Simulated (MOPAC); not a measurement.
Input file for MOPAC: PM7 on RuF+, 2S+1 = 5, a spin state set in the input, which need not be the lowest, a point of a bond scan (R = 1.726 Å). Charge +1.

```
PM7 1SCF PRECISE CHARGE=1 UHF MS=2 THREADS=1
FRu

Ru     0.00000000 1     0.00000000 1     0.00000000 1
F      0.00000000 1     0.00000000 1     1.72614200 1
```

Output:

```
*******************************************************************************
 **                                                                           **
 **                              MOPAC v23.2.5                                **
 **                                                                           **
 *******************************************************************************
 ** MOPAC's Digital Object Identifier: https://doi.org/10.5281/zenodo.6511958 **
 **                                                                           **
 ** Please cite the open-source release paper for use of this MOPAC version:  **
 ** J. E. Moussa and J. J. P. Stewart (2026)                                  **
 ** MOPAC: An open-source semiempirical molecular orbital program             **
 ** J. Open Source Softw., 11(119), 8025, https://doi.org/10.21105/joss.08025 **
 *******************************************************************************

                              PM7 CALCULATION RESULTS

 *******************************************************************************
 *  PM7        - The PM7 Hamiltonian to be used
 *  UHF        - UNRESTRICTED HARTREE-FOCK CALCULATION
 *
 *
 *
 *                 CHARGE ON SYSTEM = +1
 *
 *
 *
 *  MS=        - IN MECI, MAGNETIC COMPONENT OF SPIN =  2.0
 *  PRECISE    - TIGHTER CRITERIA TO BE USED
 *  1SCF       - DO 1 SCF AND THEN STOP
 *  THREADS=1  - MULTI-THREADING NOT USED
 *  T=         - A TIME OF 172800.0 SECONDS REQUESTED
 *  DUMP=N     - RESTART FILE WRITTEN EVERY 7200.0 SECONDS REQUESTED
 *******************************************************************************
PM7 1SCF PRECISE CHARGE=1 UHF MS=2 THREADS=1
 FRu

   ATOM   CHEMICAL          X               Y               Z
  NUMBER   SYMBOL      (ANGSTROMS)     (ANGSTROMS)     (ANGSTROMS)

     1      Ru          0.00000000  *   0.00000000  *   0.00000000  *
     2       F          0.00000000  *   0.00000000  *   1.72614200  *



          CARTESIAN COORDINATES

    NO.       ATOM           X           Y           Z

     1        Ru          0.0000      0.0000      0.0000
     2         F          0.0000      0.0000      1.7261

 General Reference for PM7:
 "Optimization of Parameters for Semiempirical Methods VI: More Modifications to the
 NDDO Approximations and Re-optimization of Parameters", J. J. P. Stewart, J. Mol. Mod., 1:32, 19 (2013)
 https://link.springer.com/article/10.1007/s00894-012-1667-x

           Empirical Formula: Ru F  =     2 atoms



      MOLECULAR POINT GROUP   :   C*v


          UHF CALCULATION, NO. OF ALPHA ELECTRONS =    9
                           NO. OF BETA  ELECTRONS =    5

 -------------------------------------------------------------------------------
 PM7 1SCF PRECISE CHARGE=1 UHF MS=2 THREADS=1
 FRu



     1SCF WAS SPECIFIED, SO BFGS WAS NOT USED
     SCF FIELD WAS ACHIEVED


                              PM7 CALCULATION
                                                       MOPAC v23.2.5 Linux




          FINAL HEAT OF FORMATION =        295.69779 KCAL/MOL =    1237.19955 KJ/MOL


          COSMO AREA              =         88.04 SQUARE ANGSTROMS
          COSMO VOLUME            =         76.23 CUBIC ANGSTROMS

          IONIZATION POTENTIAL    =         12.080180 EV
          ALPHA SOMO LUMO (EV)    =        -13.662 -7.448
          BETA  SOMO LUMO (EV)    =        -12.080 -7.872
          NO. OF ALPHA ELECTRONS  =          9
          NO. OF BETA  ELECTRONS  =          5
          MOLECULAR WEIGHT        =        120.0684         POINT GROUP:  C*v

          MOLECULAR DIMENSIONS (Angstroms)

            Atom       Atom       Distance
            F     2   Ru     1     1.72614
            F     2   Ru     1     0.00000
           Ru     1    F     2     0.00000


          SCF CALCULATIONS        =          1





   ATOM   CHEMICAL          X               Y               Z
  NUMBER   SYMBOL      (ANGSTROMS)     (ANGSTROMS)     (ANGSTROMS)

     1      Ru          0.00000000  *   0.00000000  *   0.00000000  *
     2       F          0.00000000  *   0.00000000  *   1.72614200  *

                             CARTESIAN COORDINATES

   1   Ru        0.000000000     0.000000000     0.000000000
   2    F        0.000000000     0.000000000     1.726142000


           Empirical Formula: Ru F  =     2 atoms



      MOLECULAR POINT GROUP   :   C*v


          ALPHA EIGENVALUES
 -44.35391 -20.66383 -20.66383 -19.97346 -14.75969 -14.75969 -14.19565 -13.66181
 -13.66181  -7.44803  -7.44803  -6.81965  -6.01188


           BETA EIGENVALUES
 -43.90069 -20.35847 -20.35847 -20.29126 -12.08018  -7.87164  -7.87164  -6.82719
  -6.82719  -6.06273  -4.03425  -3.63760  -3.63760


              NET ATOMIC CHARGES AND DIPOLE CONTRIBUTIONS

  ATOM NO.   TYPE          CHARGE      No. of ELECS.   s-Pop       p-Pop       d-Pop
    1         Ru           1.489118        6.5109     0.92866     0.21918     5.36305
    2          F          -0.489118        7.4891     1.91691     5.57221
 DIPOLE           X         Y         Z       TOTAL
 POINT-CHG.     0.000     0.000    -5.367     5.367
 HYBRID         0.000     0.000     0.219     0.219
 SUM            0.000     0.000    -5.149     5.149


          ATOMIC ORBITAL ELECTRON POPULATIONS

     Atom    s        px        py        pz      x^2-y^2     xz        z^2       yz        xy
    1 Ru   0.92866   0.06532   0.06532   0.08854   1.00000   1.07398   1.21508   1.07398   1.00000
    2  F   1.91691   1.86070   1.86070   1.85081


                    (SZ)    =    2.000000
                    (S**2)  =    6.206450


          ATOMIC ORBITAL SPIN POPULATIONS

    Atom   Total    s     px     py     pz   x^2-y^2  xz     z^2    yz     xy
         Atomic
    1 Ru  3.8198  0.396  0.061  0.061  0.030  1.000  0.828 -0.384  0.828  1.000
    2  F  0.1802 -0.013  0.112  0.112 -0.030

 **********************
 *                    *
 * JOB ENDED NORMALLY *
 *                    *
 **********************




 == MOPAC DONE ==
```

The run finished. Its determinant has ⟨S²⟩ = 6.21, a mixture of spin states.

Cost: about 0.03 core-seconds (a rough figure).
